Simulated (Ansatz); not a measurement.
Species: HBr, charge 1, doublet. HBr+ (parent SMILES Br, doublet).
B3LYP-D3(BJ)/def2-TZVP minimum from Ansatz (a first-principles code):
```
Br
H 1 1.4597
```
Charge +1, spin multiplicity 2.

Total energies in cc-pVQZ, 7 correlated electrons, 14 frozen orbitals. Radicals and triplets start from unrestricted determinants; spin-orbit coupling is neglected. Cores are frozen in correlated methods (noble-gas shells, and filled d and f shells in the p block). No relativity. Spin-orbit terms, left out, reach several kcal/mol for Br and I, and more for heavier atoms. The spin of HBr+ (parent SMILES Br, doublet) was assumed, and the state is the lowest solution found for it.

| method | program | energy (Eh) | minus CCSDT(Q) (mEh) |
|---|---|---|---|
| HF | Ansatz | -2572.65947 | 179.43 |
| MP2 | Ansatz | -2572.81135 | 27.55 |
| CCSD | Ansatz | -2572.83238 | 6.53 |
| CCSD(T) | Ansatz | -2572.83808 | 0.82 |
| CCSDT(Q) | Ansatz | -2572.83890 | 0.00 |

Rough core times of Ansatz's runs on a shared machine: CCSD(T) under 20 s, CCSDT(Q) 4 min.
